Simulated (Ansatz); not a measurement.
FO₂W, doublet, at a GFN2-xTB geometry (such geometries of metal compounds can be far from the true shape) (the multiplicity is a formal guess) (core potentials on W); Ansatz (a quantum-chemistry and plane-wave program) with B3LYP/def2-SVP.

Here is a job for Ansatz.
Ansatz 0.2 input:
```yaml
crystal:
  periodic: [false, false, false]
  atoms:
    - {symbol: W, position_ang: [0.03183574, 0.03807689, 0.04659641]}
    - {symbol: O, position_ang: [1.55489175, -0.44555338, -0.51330637]}
    - {symbol: O, position_ang: [-0.60624969, -0.87999252, 1.31824280]}
    - {symbol: F, position_ang: [-1.10499789, 0.86518639, -1.09862510]}
basis:
  gaussian:
    orbitals: def2-SVP
    final_grid: {core_spheres: 6, valence_spheres: 12, degree: 29}
hamiltonian:
  xc: b3lyp
magnetization: {spin_polarized: true, initial_magnetization: 1}
```

Output, abridged:

```
Functional definition: B3LYP
695 factors; integrals over basis functions are off by at most 9.3e-4 eV
mean field evaluation 1: about -8617.3923 eV, gradient 6.8e1 eV
mean field evaluation 2: about -8375.5284 eV, gradient 2.2e2 eV
mean field evaluation 4: about -8632.9410 eV, gradient 2.2e1 eV
mean field evaluation 8: about -8634.5052 eV, gradient 3.6e-1 eV
mean field evaluation 16: about -8634.5062 eV, gradient 3.3e-3 eV
mean field -8634.50617951 eV, -317.3122494185 hartree, gradient 9.0e-6 eV, S^2 0.754714; 0 other end points of the search recorded, 0 dependent functions left out
reference -8634.50642805 eV, -317.3122585522 hartree; 20, 19 occupied and 54, 55 virtual orbitals, 695 factors
Total energy: -8634.50642805 eV, -317.3122585522 hartree
```
